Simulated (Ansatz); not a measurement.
A nudged elastic band was laid between two geometries of C3H6OSi (11 atoms, charge 0, multiplicity 1).

The calculation used RKS r2SCAN-D4/6-31G* (Ansatz 0.2.0).

* movable images: 9
* climbing image: yes
* spring: 5.0 eV/Å²
* optimiser: quadratic models (default)
* start path: through a guess of the saddle point
* force threshold: 0.05 eV/Å
* iteration limit: 60
* end points: relaxed

Image 0:

```xyz
11
Properties=species:S:1:pos:R:3
C -1.578 -1.010 -0.477
O -0.831 -0.790 0.725
C 0.234 0.008 0.576
C 1.192 0.483 1.385
Si 1.406 1.077 -0.325
H -2.400 -1.674 -0.202
H -0.950 -1.486 -1.240
H -1.974 -0.063 -0.863
H 1.469 0.410 2.433
H 1.056 2.464 -0.745
H 2.441 0.523 -1.245
```

Image 10:

```xyz
11
Properties=species:S:1:pos:R:3
C -1.524 -1.079 -0.501
O -0.718 -0.935 0.674
C 0.270 -0.038 0.559
C 1.241 0.421 1.362
Si 1.294 1.221 -0.274
H -2.017 -0.130 -0.749
H -2.273 -1.836 -0.260
H -0.914 -1.411 -1.350
H 1.590 0.252 2.377
H 0.812 2.613 -0.505
H 2.305 0.865 -1.311
```

(1) What changes between the two ends?

(2) Give the energies along the band, and the barrier.

(3) What is the geometry of the highest image?

(4) What are the harmonic wavenumbers there?

The band took 17 iterations and roughly 7 core-minutes.

Results:

(1) No bond is made or broken. The dihedral H8–C1–O2–C3 goes from -61 to 61°. The two ends are copies of one structure, up to a mirror image or an exchange of like atoms.

(2) The forces met the threshold. The highest image is number 5 of 0 to 10, 3.3 kJ/mol above the ends, which have the same energy within 2 meV. A vibrational analysis at the climbing image gives one clearly imaginary mode, 121i cm⁻¹: a first-order saddle point.

```
image  path coordinate (Å)  energy (kJ/mol)  dihedral H8–C1–O2–C3 (°)
    0                 0.00              0.0                       -61
    1                 0.36              0.2                       -52
    2                 0.71              0.8                       -42
    3                 1.07              1.8                       -30
    4                 1.43              2.8                       -16
    5                 1.79              3.3                         0
    6                 2.14              2.9                        15
    7                 2.50              1.9                        29
    8                 2.85              0.9                        41
    9                 3.21              0.2                        52
   10                 3.56              0.0                        61
```

(3) 
```xyz
11
Properties=species:S:1:pos:R:3
C -1.578 -1.033 -0.515
O -0.719 -0.932 0.627
C 0.289 -0.059 0.542
C 1.286 0.331 1.351
Si 1.333 1.216 -0.240
H -2.598 -0.790 -0.201
H -1.542 -2.064 -0.882
H -1.253 -0.344 -1.301
H 1.651 0.101 2.347
H 0.883 2.630 -0.391
H 2.313 0.889 -1.317
```

(4) 121i, 139, 204, 337, 533, 553, 607, 660, 661, 771, 777, 955, 1016, 1076, 1156, 1179, 1263, 1475, 1508, 1524, 1678, 2222, 2224, 3041, 3136, 3139, 3225 cm⁻¹.

Time of the run: 3.8 min on 2 threads of Intel(R) Xeon(R) 6975P-C (Granite Rapids), on a shared host, peak memory 0.17 GiB.
